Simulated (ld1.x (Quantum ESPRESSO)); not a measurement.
# Sn: excitation energies, all-electron against TM

| Property | Result |
| --- | --- |
| Element | tin |
| Generator | ld1.x (Quantum ESPRESSO) 7.5 |
| Type | norm-conserving Troullier–Martins (Kleinman–Bylander form) |
| Functional | PBE |
| Relativity | scalar-relativistic |
| Frozen core | [Kr] |
| Valence charge | 14 |
| Reference configuration | 4d10 5s1 5p3 |
| Partial waves | 5p (bound): rc 2.30 bohr; 4d (bound): rc 1.15 bohr; 4f channel at -0.05 Ry: rc 2.45 bohr; 5s (bound): rc 2.15 bohr |
| Local potential | the s channel |
| Core correction | a·sin(br)/r model core inside 1.10 bohr |

Energies are relative to the spin-unpolarised reference configuration 4d10 5s1 5p3; without spin polarisation the order of configurations can differ from experiment.

| valence configuration | charge | ΔE all-electron (eV) | error AE − PS (meV) |
| --- | --- | --- | --- |
| 4d10 5s2 5p2 | 0 | -6.978 | -1.9 |
| 4d10 5s2 5p1 | +1 | -0.104 | -5.5 |
| 4d10 5s2 5p0 | +2 | 13.849 | -12 |
| 4d10 5s2 5p2.3 | -0.3 | -7.827 | -1.0 |
| 4d10 5s1 5p2 | +1 | 7.546 | -0.9 |

Problem. What are ΔE and the potential's error for 4d10 5s0 5p4?

Solution. ΔE = 7.208 eV all-electron; the error (AE − PS) is -3.9 meV.

Problem. What are ΔE and the potential's error for 4d9 5s2 5p2?

Solution. ΔE = 25.713 eV all-electron; the error (AE − PS) is -314 meV.

Levels in the configuration 4d10 5s2 5p1:

```
level  all-electron (eV)  pseudo (eV)
   4d            -33.806      -33.731
   5s            -17.811      -17.805
   5p            -10.255      -10.257
```
